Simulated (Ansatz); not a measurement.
Reaction (cleavage of the Ga–Ge bond): `[GaH2][GeH2][TeH]` + `C[SiH2]O` → `C[SiH2][O][GaH2]` + `[GeH3][TeH]`

Computed with Ansatz on PBE0-D4/def2-TZVP structures; ΔE is electronic, products minus reactants. CCSD(T)/CBS adds triple-zeta CCSD(T) − MP2 to the extrapolated MP2 energy (def2 sets, frozen cores). This one scheme is used for every species. Functionals use def2-TZVPP. B3LYP here is the variant with VWN-RPA as its local correlation; programs differ in this. HSE06 is defined as in plane-wave codes. def2 core potentials past Kr. For Ga, Ge, Te outer-core shells are correlated without core-valence functions, which leaves a few kJ/mol of doubt a bond. Scalar relativity is left out up to krypton. One conformer a species, not always the lowest.

```
             level  ΔE (kcal/mol)  difference from CCSD(T)/CBS
       LDA (SPW92)           -8.2                          1.6
         revPBE-D4           -8.0                          1.8
           BLYP-D4          -10.1                         -0.3
         r2SCAN-D4          -10.3                         -0.5
            B97M-V          -12.7                         -2.9
           PBE0-D4           -7.7                          2.1
          B3LYP-D4          -10.1                         -0.3
        r2SCANh-D4          -10.1                         -0.3
        r2SCAN0-D4           -9.8                          0.0
          HSE06-D4           -7.6                          2.2
          BHLYP-D4          -10.9                         -1.1
      CAM-B3LYP-D4          -11.9                         -2.1
           ωB97X-V          -11.3                         -1.5
           ωB97M-V          -10.1                         -0.3
            B2PLYP          -11.2                         -1.4
          PBE-QIDH           -9.8                          0.0
               PBE           -7.2                          2.6
            revPBE           -6.9                          2.9
              BLYP           -9.6                          0.2
            r2SCAN          -10.2                         -0.4
              PBE0           -7.6                          2.2
             B3LYP           -9.9                         -0.1
           r2SCANh          -10.0                         -0.2
           r2SCAN0           -9.7                          0.1
             HSE06           -7.5                          2.3
             BHLYP          -11.2                         -1.4
         CAM-B3LYP          -11.8                         -2.0
           LC-ωPBE          -10.3                         -0.5
RPA@PBE/def2-TZVPP          -11.7                         -1.9
       HF/def2-SVP          -15.6                         -5.8
      MP2/def2-SVP          -15.4                         -5.6
     CCSD/def2-SVP          -14.8                         -5.0
     HF/def2-TZVPP          -13.6                         -3.8
    MP2/def2-TZVPP          -11.5                         -1.7
SCS-MP2/def2-TZVPP          -12.6                         -2.8
   CCSD/def2-TZVPP          -11.2                         -1.4
     HF/def2-QZVPP          -14.2                         -4.4
    MP2/def2-QZVPP          -10.9                         -1.1
      HF/CBS(def2)          -14.3                         -4.5
     MP2/CBS(def2)          -10.1                         -0.3
       CCSD(T)/CBS           -9.8                            0
```

Largest T1 diagnostic among the species: 0.013.

At CCSD(T), def2-SVP lies −5.1 kcal/mol from the extrapolated value and def2-TZVPP −1.4 kcal/mol. In def2-TZVPP, CCSD(T) changes the Hartree–Fock value by +2.5 kcal/mol (the triples alone add +0.1 kcal/mol) and MP2 by +2.1 kcal/mol.

CCSD(T)/CBS has its own doubt, a few kJ/mol and more with outer-core shells, so smaller differences from it don't rank the levels.
